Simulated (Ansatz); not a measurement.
Cost and result for the atomization energy of `BCN=C=C` (11 atoms, 10 bonds).

Cartesian coordinates in Å:
```
B 0.975 -1.885 0.012
C 0.343 -0.700 0.793
N -0.847 -0.116 0.211
C -0.899 0.986 -0.286
C -1.037 2.164 -0.840
H 1.972 -2.370 0.460
H 0.492 -2.318 -0.990
H 1.119 0.051 1.009
H 0.077 -1.120 1.776
H -0.852 2.295 -1.898
H -1.343 3.015 -0.247
```

Charge 0, multiplicity 1. Geometry: relaxed with PBE0-D4/def2-TZVP. It is one conformer, not always the lowest. Program: Ansatz. All runs use 2 threads of an Arm Neoverse V2 on a shared host. Times are those of one run each, without the atoms' runs, and a repeat can differ threefold. Electronic energies, without spin–orbit coupling; frozen cores. CCSD(T)/CBS adds CCSD(T) − MP2 in def2-TZVPP to the MP2 limit, and its time is that of the two runs behind it. T1 = 0.013. B3LYP takes the VWN-RPA correlation (the form of Gaussian; ORCA's B3LYP/G).

CCSD(T)/CBS is a level of theory with its own doubt, some kJ/mol a heavy atom from the limit and from the frozen cores, so smaller differences don't rank the functionals.

| level | functions | wall time | atomization (kJ/mol) | difference from CCSD(T)/CBS | per bond |
| --- | --- | --- | --- | --- | --- |
| LDA (SPW92)/def2-TZVPP | 239 | 1.5 s | 5064.9 | 700.3 | 70.0 |
| revPBE-D4/def2-TZVPP | 239 | 2.4 s | 4428.8 | 64.2 | 6.4 |
| PBE0-D4/def2-TZVPP | 239 | 2.9 s | 4443.4 | 78.8 | 7.9 |
| BHLYP-D4/def2-TZVPP | 239 | 3.2 s | 4278.9 | -85.7 | -8.6 |
| B3LYP-D4/def2-TZVPP (with forces) | 239 | 5.5 s | 4428.5 | 63.9 | 6.4 |
| CCSD(T)/def2-SVP | 100 | 6 s | 4176.5 | -188.1 | -18.8 |
| B2PLYP/def2-TZVPP | 239 | 6.5 s | 4371.9 | 7.3 | 0.7 |
| PBE-QIDH/def2-TZVPP | 239 | 6.5 s | 4378.5 | 13.9 | 1.4 |
| B97M-V/def2-TZVPP | 239 | 11 s | 4415.1 | 50.5 | 5.1 |
| ωB97M-V/def2-TZVPP (with forces) | 239 | 13 s | 4413.7 | 49.1 | 4.9 |
| MP2/def2-QZVPP | 465 | 28 s | 4405.5 | 40.9 | 4.1 |
| CCSD(T)/def2-TZVPP | 239 | 8.4 min | 4256.7 | -107.9 | -10.8 |
| CCSD(T)/CBS(def2) | – | 8.8 min | 4364.6 | 0.0 | 0.0 |

The D4 term adds +28.1 kJ/mol with B3LYP and +14.8 kJ/mol with PBE0; it sums over pairs of atoms, weighted by their polarisabilities, and B3LYP, whose exchange is more repulsive, gets the larger term. From BLYP to BHLYP (50 % exact exchange), in def2-TZVPP and without D4, the atomization energy moves by −141.1 kJ/mol: exact exchange takes away binding that semilocal exchange gives to molecules. At CCSD(T), def2-SVP lies −188.1 kJ/mol from the extrapolated value and def2-TZVPP −107.9 kJ/mol: correlation converges slowly with the basis, and small sets miss more of it in the bonded molecule than in its fragments.
